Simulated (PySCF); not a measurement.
ClSi, SMILES [Si]Cl (connectivity only; charge and spin as stated), charge +1, multiplicity 1.

Geometry: PBE-D3(BJ)/def2-TZVPD.

Two levels are set side by side: PBE/def2-TZVPD (PySCF) and HF/def2-TZVPD (PySCF). Same geometry, gas phase. Differences are taken from unrounded values.

```csv
quantity,HF
orbital gap (eV),12.56
highest occupied level (eV),-18.80
lowest empty level (eV),-6.25
mean polarisability (bohr³),31.4
```

Task: What does PBE give, and how far is it from HF? (An estimate is asked for; the answer gives what the named calculation found.)

Result: 
```csv
quantity,PBE,PBE minus HF
orbital gap (eV),4.54,-8.02
highest occupied level (eV),-15.04,3.77
lowest empty level (eV),-10.50,-4.25
mean polarisability (bohr³),32.4,1.0
```

PBE's occupied levels lie high since its potential decays too fast outside the molecule; exact exchange lowers them and widens the gap. Loosely held outer electrons make PBE densities more polarisable. Differences between two approximate levels are no errors against the true value.

Rough cost on one machine, each run with all the roots and properties that it gave: HF against PBE about 1/3.
